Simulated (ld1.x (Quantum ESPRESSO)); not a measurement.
u(r) = r·R(r): atom against pseudo-atom (Ca)

Columns: radius, all-electron u(r) and pseudo u(r) of the 3d shell (level -8.34 eV) of calcium in the configuration [Ar] 3d0 4s1 4p0; PBEsol, scalar-relativistic, TM scheme, ld1.x (Quantum ESPRESSO) 7.5.

| r (bohr) | all-electron | pseudo |
| --- | --- | --- |
| 0.198 | 0.0847 | 0.0201 |
| 0.395 | 0.2836 | 0.1359 |
| 0.593 | 0.4651 | 0.3509 |
| 0.790 | 0.5894 | 0.5701 |
| 0.988 | 0.6577 | 0.7032 |
| 1.185 | 0.6828 | 0.7341 |
| 1.383 | 0.6790 | 0.7069 |
| 1.580 | 0.6575 | 0.6653 |
| 1.778 | 0.6254 | 0.6260 |
| 1.975 | 0.5880 | 0.5880 |
| 2.173 | 0.5483 | 0.5483 |
| 2.370 | 0.5087 | 0.5087 |
| 2.568 | 0.4701 | 0.4701 |
| 2.765 | 0.4335 | 0.4335 |
| 2.963 | 0.3988 | 0.3988 |
| 3.160 | 0.3664 | 0.3664 |
| 3.358 | 0.3357 | 0.3357 |
| 3.555 | 0.3070 | 0.3070 |
| 3.753 | 0.2798 | 0.2798 |
| 3.950 | 0.2544 | 0.2544 |
| 4.148 | 0.2304 | 0.2304 |
| 4.345 | 0.2083 | 0.2083 |
| 4.542 | 0.1877 | 0.1877 |
| 4.740 | 0.1687 | 0.1687 |
| 4.938 | 0.1513 | 0.1513 |
| 5.135 | 0.1355 | 0.1355 |

Task: How many radial nodes do the two functions have?

Result: The all-electron 3d function has n − l − 1 = 0; the pseudo-wave has 0.

Task: At about which radius was the pseudo-wave matched?

Result: 2.00 bohr, where the columns begin to agree (steps of 0.20 bohr).

Task: Where does each function peak?

Result: Outermost all-electron maximum near 1.19 bohr, pseudo maximum near 1.19 bohr (to the table’s step).

Task: Is the pseudo-wave norm-conserving?

Result: Yes: the TM scheme keeps the norm inside the radius equal to the all-electron one, which fixes the energy derivative of the logarithmic derivative at the level.
